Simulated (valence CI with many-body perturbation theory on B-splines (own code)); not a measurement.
# Missing levels of Pd40+

Calculated by configuration interaction combined with many-body perturbation theory (CI+MBPT): four valence electrons over a frozen Dirac-Fock core [He], a basis of 11 s, 11 p, 10 d, 8 f, 5 g, 2 h functions for each j, with the one-electron correlation potential Σ1 (screened to all orders), the two-electron term Σ2, the three-electron term Σ3, Breit, model QED; selected single and double excitations, second order for the rest, scaled by the run's own slope (own B-spline code, finite nucleus).

The last digits are not significant, and no measured levels were compared; by estimate large intervals hold to a few tenths of a per cent, small ones and those within an open d or f shell to about a per cent. Among the levels kept, up to 940 cm⁻¹ of a level comes from second order outside the variational space, and about a tenth of that is noise between levels of different J, which matters for small intervals.

| Level | E (eV) |
| --- | --- |
| (2s^2 2p1/2^2) J=0 | 0.00 |
| (2s^2 2p1/2 2p3/2) J=1 | ? |
| (2s^2 2p1/2 2p3/2) J=2 | 172.27 |
| (2s 2p1/2^2 2p3/2) J=2 | 304.61 |
| (2s^2 2p3/2^2) J=2 | 340.76 |
| (2s 2p1/2^2 2p3/2) J=1 | 356.70 |
| (2s^2 2p3/2^2) J=0 | ? |
| (2s 2p1/2 2p3/2^2) J=2 [a] | 455.69 |
| (2s 2p1/2 2p3/2^2) J=3 | 484.17 |
| (2s 2p1/2 2p3/2^2) J=0 | 513.57 |
| (2s 2p1/2 2p3/2^2) J=1 [a] | 524.70 |
| (2s 2p1/2 2p3/2^2) J=2 [b] | ? |
| (2s 2p1/2 2p3/2^2) J=1 [b] | ? |
| (2s 2p3/2^3) J=2 | ? |
| (2p1/2^2 2p3/2^2) J=2 | ? |
| (2s 2p3/2^3) J=1 | 722.41 |
| (2p1/2^2 2p3/2^2) J=0 | 732.53 |
| (2p1/2 2p3/2^3) J=1 | 862.81 |
| (2p1/2 2p3/2^3) J=2 | 877.52 |
| (2p3/2^4) J=0 | 1062.68 |

Levels are named by their leading jj configuration (3d3/2^4 stands for four electrons in 3d with j = 3/2), which in mixed levels can hold well under half, so a name can repeat and another be missing. Letters in brackets count levels of one name in rising energy.

Task: The levels stand in rising order. What does the calculation give for the missing energies?

Result: (2s^2 2p1/2 2p3/2) J=1 158.68; (2s^2 2p3/2^2) J=0 373.46; (2s 2p1/2 2p3/2^2) J=2 [b] 534.64; (2s 2p1/2 2p3/2^2) J=1 [b] 539.61; (2s 2p3/2^3) J=2 675.98; (2p1/2^2 2p3/2^2) J=2 696.60.
